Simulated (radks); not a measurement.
The numbers below are computed, except where a source is named.
Spherical quantum dot in the effective-mass picture: electrons in a hard-walled sphere of radius 10.4, with a point charge +1 (a donor) at the centre, all in effective atomic units (hartree* = m*/eps^2 hartree, bohr* = eps/m* bohr), one dielectric constant everywhere. Level of theory: non-relativistic Kohn-Sham, PBE, spin-polarised, spherical densities (a radial shooting solver with Libxc functionals). Levels are named by radial order and angular momentum (1s, 1p, 1d, 2s, ...), and open shells are averaged over m.

N = 6, configuration 1s2 1p(up 3, down 0) 2s(up 1, down 0). This is the lowest configuration that the search found (a dilute case). Occupied levels:

level,occupation,eigenvalue (hartree*),<r> (bohr*)
1s up,1,0.55571,3.379
1s down,1,0.60086,4.758
2s up,1,0.60408,5.500
1p up,3,0.60803,7.122

Energy (hartree*): total 1.01475, kinetic 0.96353, external -1.8735, Hartree 2.8354, exchange-correlation -0.91072.
